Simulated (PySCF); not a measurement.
A structure optimised at TPSSh-D3(BJ)/def2-SVP, used in a PySCF frequency run:

```xyz
8

Al    -0.4913     0.0070     0.0000
O     -1.2759     0.0023     1.5152
H     -2.2205    -0.0127     1.7021
O     -1.2759     0.0023    -1.5152
H     -2.2205    -0.0127    -1.7021
P      1.8222    -0.1190     0.0000
H      1.9543     0.8413    -1.0480
H      1.9543     0.8413     1.0480
```
Charge 0, spin multiplicity 1.

Problem. Write its SMILES, formula and point group.

Solution. [OH][Al]([OH])[PH2], AlH₄O₂P, Cs

Problem. What are its rotational constants (standard atomic weights)?

Solution. 6.0681, 2.7939, 1.9390 GHz
